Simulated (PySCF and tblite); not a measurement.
Values are calculated unless marked as measured or tabulated.
System: C5H7FO2, numbered as in [CH3:1][C:2](=[O:3])/[C:4]([F:5])=[C:6](\[CH3:7])[OH:8].

Motion: rotation about the C2–C4 bond (torsion C1–C2–C4–F5 from 0° to 180°, rising). GFN2-xTB gives an electronic barrier of 11.2 kcal/mol and a reaction energy of 7.0 kcal/mol.

(1) What does PBE0/pcSseg-1 + D3(BJ) give on GFN2-xTB geometries?

Programs: tblite and PySCF.

Results:

(1) A barrier of 13.4 kcal/mol, 2.2 above the tight-binding barrier (from unrounded values), a reaction energy of 5.7 kcal/mol and, with GFN2-xTB thermal terms, ΔG‡(298 K) = 13.4 kcal/mol and k = 1890 s⁻¹ (2 equivalent paths).
